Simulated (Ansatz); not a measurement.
`N[SiH](Cl)CCl` and `N[SiH]([SiH3])Cl` differ in one atom or group.

Ansatz, PBE0-D4/def2-TZVP geometries, multiplicity 1. Each molecule was computed in one conformer, which needn't be the lowest.

| property | `N[SiH](Cl)CCl` |
| --- | --- |
| zero-point energy (PBE0-D4/def2-TZVP) / kJ/mol | 172.7 |
| size of the dipole moment (PBE/def2-TZVPP) / D | 1.85 |
| HOMO energy (ωB97M-V/def2-TZVPP) / eV | -10.33 |
| LUMO energy (ωB97M-V/def2-TZVPP) / eV | 1.82 |
| ideal-gas entropy at 298 K and 1 bar (rigid rotor, harmonic PBE0-D4/def2-TZVP) / J/(mol·K) | 361 |
| HOMO energy (PBE0/def2-TZVPP) / eV | -8.02 |

(1) What does the change do to each property? (Estimate.)

## Answers

(1) Ansatz gave: 
```json
{"property": "zero-point energy (PBE0-D4/def2-TZVP) / kJ/mol", "`N[SiH]([SiH3])Cl`": "162.2", "shift": "-10.5"}
{"property": "size of the dipole moment (PBE/def2-TZVPP) / D", "`N[SiH]([SiH3])Cl`": "1.95", "shift": "0.10"}
{"property": "HOMO energy (ωB97M-V/def2-TZVPP) / eV", "`N[SiH]([SiH3])Cl`": "-10.01", "shift": "0.32"}
{"property": "LUMO energy (ωB97M-V/def2-TZVPP) / eV", "`N[SiH]([SiH3])Cl`": "1.45", "shift": "-0.37"}
{"property": "ideal-gas entropy at 298 K and 1 bar (rigid rotor, harmonic PBE0-D4/def2-TZVP) / J/(mol·K)", "`N[SiH]([SiH3])Cl`": "357", "shift": "-4"}
{"property": "HOMO energy (PBE0/def2-TZVPP) / eV", "`N[SiH]([SiH3])Cl`": "-7.90", "shift": "0.12"}
```

With PBE0 the HOMO rises by 0.12 eV and the LUMO falls by 0.22 eV, so the gap narrows by about 0.34 eV. PBE moves the HOMO by 0.01 eV and ωB97M-V by 0.32 eV. Dipoles are sizes alone; their direction can turn.
